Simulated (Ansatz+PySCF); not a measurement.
**quartet C(-): levels of theory in one basis**

A single C atom.

Basis set: aug-cc-pVDZ (spherical functions). Left uncorrelated: 1 orbital. Correlation on ROHF uses semicanonical orbitals with singles. Charge -1, multiplicity 4.

Computed with Ansatz (development build ahead of 0.2.0); each method stands on the lowest determinant of its kind that the runs found. NEVPT2 correlates all electrons. Active spaces start from the frontier orbitals, and the lowest solution found is given.

| method | E − E(ROHF) (eV) | <S²> of the determinant |
| --- | --- | --- |
| ROHF | 0.00 | 3.75 |
| UHF | -0.04 | 3.76 |
| ROHF-MP2 | -2.19 | – |
| UHF-MP2 | -2.22 | 3.76 |
| ROHF-CCSD | -2.73 | – |
| UHF-CCSD | -2.73 | 3.76 |
| ROHF-CCSD(T) | -2.81 | – |
| UHF-CCSD(T) | -2.81 | 3.76 |
| full CI (lowest root of this spin) | -2.83 | – |
| CASSCF(5,4) | 0.00 | – |
| SC-NEVPT2(5,5) | -2.13 | – |
| SC-NEVPT2(5,4) | -2.11 | – |

Question: What does CASSCF(5,5) give on the same scale?

Answer: -0.25 eV.

Question: Is a single determinant a sound starting point here?

Answer: By this sign, yes. Unrestricted orbitals gain 0.04 eV and <S²> is 3.76 against 3.75 for a pure state. The CASSCF(5,5) natural occupations are 1.99, 1.00, 1.00, 1.00, 0.01. The CASSCF(5,4) natural occupations are 2.00, 1.00, 1.00, 1.00.
